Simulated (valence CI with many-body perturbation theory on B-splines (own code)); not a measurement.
**Au VII: E2, M1 decay**

Computed by valence CI with perturbative core correlation (CI+MBPT): five valence electrons over a frozen Dirac-Fock core [Xe] 4f14, a basis of 7 s, 7 p, 8 d, 6 f, 4 g, 1 h functions for each j, with the one-electron correlation potential Σ1 (screened to all orders), the two-electron term Σ2, the three-electron term Σ3, Breit, model QED; selected single and double excitations, second order for the rest, scaled by the run's own slope (own B-spline code, finite nucleus).

No measured spectrum was set against this ion. As an estimate, terms of the open shell hold to 2 to 4 % of their energy, and close levels can change places; different configurations can be misplaced against each other by 1,000 to 8,000 cm⁻¹. Core correlation moves these levels by up to 15000 cm⁻¹, and in measured spectra 5 to 20 % of such shifts remained as error; rates that hang on mixing are uncertain with them. Among the levels kept, up to 1000 cm⁻¹ of a level comes from second order outside the variational space, and about a tenth of that is noise between levels of different J, which matters for small intervals. Only levels of the ground parity were solved; by the run's estimate the other parity begins above the list, which can be wrong where configurations are misplaced.

Lines 1 to 50 of 120 in falling wavelength, among levels below 185050 cm⁻¹, chosen from the decays that carry over 1 % of a level's rate. Wavelengths and rates use the calculated energies, so an error of 2000 cm⁻¹ moves a line at 22280 Å by 45 % and its rate by three times that or more. Electric multipoles are in the length gauge, E1 and E2 with the static RPA response of the core. S is in atomic units (e²a₀⁴ for E2 and M2, e²a₀⁶ for E3), for M1 in squared Bohr magnetons. Weak lines are less certain than strong ones. Lines between different terms over intervals too small for the method are left out, as are lines whose strength nearly cancels. Intervals below about 2000 cm⁻¹, as at the head of this list, are uncertain by tens of per cent.

Names give the largest LS component (configuration and term), which can be under half, so a name can repeat, a term be missing and a line seem to break the LS rules; names also repeat where a configuration has a term twice. Letters in brackets count levels of one name in rising energy.

| λ vac (Å) | Upper | Lower | Type | A (s⁻¹) | S (a.u.) |
| --- | --- | --- | --- | --- | --- |
| 58210 | 5d⁵ ⁴G_9/2 | 5d⁵ ⁴G_11/2 | M1 | 1.15e-01 | 8.38e+00 |
| 52410 | 5d⁵ ⁴G_11/2 | 5d⁵ ⁴G_7/2 | E2 | 1.44e-08 | 6.12e-02 |
| 27580 | 5d⁵ ⁴G_9/2 | 5d⁵ ⁴G_7/2 | M1 | 1.21e+00 | 9.38e+00 |
| 22280 | 5d⁵ ²D_3/2 [a] | 5d⁵ ⁴F_5/2 | M1 | 1.39e+00 | 2.28e+00 |
| 20800 | 5d⁵ ²I_13/2 | 5d⁵ ²I_11/2 | M1 | 9.37e-01 | 4.38e+00 |
| 20470 | 5d⁵ ⁴P_1/2 | 5d⁵ ⁴D_3/2 [a] | M1 | 5.31e+00 | 3.37e+00 |
| 17680 | 5d⁵ ⁴D_3/2 [b] | 5d⁵ ²D_5/2 [a] | M1 | 3.07e+00 | 2.51e+00 |
| 15790 | 5d⁵ ²F_7/2 [a] | 5d⁵ ⁴D_7/2 | M1 | 5.05e-01 | 5.89e-01 |
| 14110 | 5d⁵ ⁴D_7/2 | 5d⁵ ⁴G_9/2 | M1 | 2.23e+00 | 1.86e+00 |
| 13740 | 5d⁵ ²G_7/2 [a] | 5d⁵ ²F_5/2 [a] | M1 | 2.29e+00 | 1.76e+00 |
| 13260 | 5d⁵ ⁴D_7/2 | 5d⁵ ⁴G_5/2 [b] | M1 | 8.33e+00 | 5.77e+00 |
| 12640 | 5d⁵ ⁴F_3/2 | 5d⁵ ²D_5/2 [a] | M1 | 3.13e+00 | 9.38e-01 |
| 12130 | 5d⁵ ⁴G_7/2 | 5d⁵ ⁴G_5/2 [a] | M1 | 1.13e+01 | 5.99e+00 |
| 11110 | 5d⁵ ²G_9/2 [a] | 5d⁵ ⁴D_7/2 | M1 | 5.73e+00 | 2.92e+00 |
| 10630 | 5d⁵ ⁴D_3/2 [a] | 5d⁵ ⁴G_5/2 [a] | M1 | 9.48e+00 | 1.69e+00 |
| 10600 | 5d⁵ ²H_9/2 | 5d⁵ ²G_9/2 [a] | M1 | 7.03e+00 | 3.10e+00 |
| 10370 | 5d⁵ ⁴F_5/2 | 5d⁵ ⁴F_3/2 | M1 | 3.61e+00 | 8.95e-01 |
| 10020 | 5d⁵ ⁴F_7/2 | 5d⁵ ⁴F_5/2 | M1 | 5.71e+00 | 1.70e+00 |
| 9348 | 5d⁵ ²G_7/2 [a] | 5d⁵ ²G_9/2 [a] | M1 | 1.25e+00 | 3.03e-01 |
| 9332 | 5d⁵ ⁴D_7/2 | 5d⁵ ⁴G_7/2 | M1 | 1.32e+01 | 3.19e+00 |
| 9019 | 5d⁵ ⁴F_7/2 | 5d⁵ ²H_9/2 | M1 | 9.04e+00 | 1.97e+00 |
| 8906 | 5d⁵ ⁴D_1/2 | 5d⁵ ⁴P_1/2 | M1 | 4.15e+01 | 2.18e+00 |
| 8843 | 5d⁵ ²G_9/2 [b] | 5d⁵ ²G_7/2 [a] | M1 | 6.73e+00 | 1.73e+00 |
| 8756 | 5d⁵ ⁴G_5/2 [b] | 5d⁵ ⁴G_5/2 [a] | M1 | 4.63e+01 | 6.91e+00 |
| 8670 | 5d⁵ ²D_5/2 [a] | 5d⁵ ⁴D_3/2 [a] | M1 | 2.10e+00 | 3.04e-01 |
| 8613 | 5d⁵ ²D_3/2 [a] | 5d⁵ ²F_5/2 [a] | M1 | 1.94e+00 | 1.84e-01 |
| 8405 | 5d⁵ ⁴F_5/2 | 5d⁵ ⁴D_3/2 [b] | M1 | 1.06e+01 | 1.40e+00 |
| 8266 | 5d⁵ ²H_9/2 | 5d⁵ ²F_7/2 [a] | M1 | 3.38e+00 | 7.09e-01 |
| 8128 | 5d⁵ ⁴D_3/2 [b] | 5d⁵ ⁴P_1/2 | M1 | 6.58e-01 | 5.24e-02 |
| 8055 | 5d⁵ ²F_5/2 [a] | 5d⁵ ⁴D_7/2 | M1 | 6.39e+00 | 7.43e-01 |
| 7955 | 5d⁵ ²G_9/2 [b] | 5d⁵ ²H_9/2 | M1 | 2.85e+01 | 5.32e+00 |
| 7874 | 5d⁵ ²D_5/2 [a] | 5d⁵ ⁴G_7/2 | M1 | 1.95e+01 | 2.12e+00 |
| 7833 | 5d⁵ ²I_11/2 | 5d⁵ ⁴G_9/2 | M1 | 8.11e+00 | 1.73e+00 |
| 7575 | 5d⁵ ⁴F_5/2 | 5d⁵ ²F_7/2 [a] | M1 | 3.29e+01 | 3.18e+00 |
| 7529 | 5d⁵ ²F_7/2 [b] | 5d⁵ ²F_5/2 [a] | M1 | 2.94e+00 | 3.72e-01 |
| 7485 | 5d⁵ ²G_7/2 [a] | 5d⁵ ²F_7/2 [a] | M1 | 1.46e+01 | 1.82e+00 |
| 7449 | 5d⁵ ²F_7/2 [a] | 5d⁵ ⁴G_9/2 | M1 | 1.75e+01 | 2.14e+00 |
| 7440 | 5d⁵ ²F_5/2 [b] | 5d⁵ ⁴F_3/2 | M1 | 2.41e+01 | 2.21e+00 |
| 7208 | 5d⁵ ²F_7/2 [a] | 5d⁵ ⁴G_5/2 [b] | M1 | 3.60e+00 | 3.99e-01 |
| 7077 | 5d⁵ ²D_3/2 [a] | 5d⁵ ⁴F_3/2 | M1 | 2.41e+01 | 1.27e+00 |
| 6904 | 5d⁵ ²I_11/2 | 5d⁵ ⁴G_11/2 | M1 | 3.86e+01 | 5.65e+00 |
| 6868 | 5d⁵ ⁴F_3/2 | 5d⁵ ⁴P_1/2 | M1 | 7.79e+00 | 3.74e-01 |
| 6588 | 5d⁵ ⁴D_3/2 [b] | 5d⁵ ⁴G_5/2 [b] | M1 | 8.98e+00 | 3.81e-01 |
| 6206 | 5d⁵ ⁴D_1/2 | 5d⁵ ⁴D_3/2 [a] | M1 | 3.38e+01 | 6.00e-01 |
| 6103 | 5d⁵ ²D_3/2 [a] | 5d⁵ ⁴D_3/2 [b] | M1 | 4.55e+00 | 1.53e-01 |
| 5988 | 5d⁵ ²F_7/2 [b] | 5d⁵ ²G_9/2 [a] | M1 | 3.77e+00 | 2.40e-01 |
| 5881 | 5d⁵ ²F_5/2 [b] | 5d⁵ ²F_7/2 [a] | M1 | 4.54e+00 | 2.06e-01 |
| 5865 | 5d⁵ ²F_7/2 [a] | 5d⁵ ⁴G_7/2 | M1 | 5.32e+00 | 3.18e-01 |
| 5846 | 5d⁵ ⁴F_7/2 | 5d⁵ ²F_5/2 [a] | M1 | 3.33e+01 | 1.97e+00 |
| 5818 | 5d⁵ ⁴D_3/2 [b] | 5d⁵ ⁴D_3/2 [a] | M1 | 3.36e+00 | 9.81e-02 |
